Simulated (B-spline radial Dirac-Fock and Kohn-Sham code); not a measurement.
**Pm: photoemission with Mg Kα (1253.6 eV) photons**

System: the Pm atom, 1s2 2s2 2p6 3s2 3p6 3d10 4s2 4p6 4d10 4f5 5s2 5p6 6s2.

The computed values come from a radial B-spline solver: the independent-particle Dirac-Slater model, thresholds from Dirac-Fock. The asymmetry parameter β is from the dipole term alone. Kinetic energies are from the vacuum level. Open shells are spread statistically over j, without multiplet splitting.

```
subshell  electrons  binding (eV)  kinetic (eV)  σ (kb)     β
   3d3/2          4        1057.0         196.6     540  0.54
   3d5/2          6        1033.1         220.5     789  0.64
      4s          2         345.4         908.2    25.5  1.97
   4p1/2          2         275.7         977.9    29.6  1.64
   4p3/2          4         251.2        1002.4    64.1  1.64
   4d3/2          4         135.2        1118.4    70.0  1.32
   4d5/2          6         130.9        1122.7     101  1.33
   4f5/2       2.14          5.37        1248.2    6.51  1.07
   4f7/2       2.86          4.91        1248.7    8.34  1.06
      5s          2         49.74        1203.9    4.66  1.97
   5p1/2          2         28.80        1224.8    4.37  1.70
   5p3/2          4         25.53        1228.1    8.93  1.70
      6s          2          4.62        1249.0   0.470  1.97
```

Branching ratios of the spin-orbit partners (statistical value in brackets): 3d 1.46 (1.50), 4p 2.16 (2.00), 4d 1.45 (1.50), 4f 1.28 (1.33), 5p 2.05 (2.00).
